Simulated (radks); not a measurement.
Species: Cd47+. Configuration: 1s1.

All-electron calculation, scalar-relativistic Kohn-Sham, PBEsol, spin-polarised, spherical densities, finite nucleus; open shells are filled with parallel spins first (spin-orbit coupling, left out, can overturn this in heavy ions); Fermi nuclear charge, rms radius 4.6087 fm. Program: a radial shooting solver on a logarithmic mesh with Libxc functionals.

Energy parts (eV):
| part | energy |
|---|---|
| total | -32346.009 |
| kinetic | 34529.688 |
| electron-nucleus | -66901.092 |
| Hartree | 427.860 |
| exchange-correlation | -402.466 |

Orbitals (lengths in bohr, moments of r in powers of bohr; r(90%) holds 90 % of the orbital's charge):
1s up: occ. 1; eigenvalue (eV) -32034.37; <r^2> 0.001210; r(90%) 0.0537; <r^4> 3.773e-06

The highest occupied level is 1s up at -32034 eV. Summed over all electrons, <r^2> = 0.001210 bohr^2, which gives a Langevin (diamagnetic) susceptibility term of -0.000959 x 10^-6 cm^3/mol. For comparison, the ionisation energy in NIST's Atomic Spectra Database is 32341.6 eV (theoretical). In exact Kohn-Sham theory the highest level is minus the ionisation energy, but local and semilocal functionals leave it too shallow, through self-interaction and a potential that decays too fast; potentials with the right tail come closer. The spin density at the nucleus is 73593 e/bohr^3 (1s 73593). The electron density at the nucleus is 7.359e+04 e/bohr^3 (large components only). Spin moment in Bohr magnetons: 1.
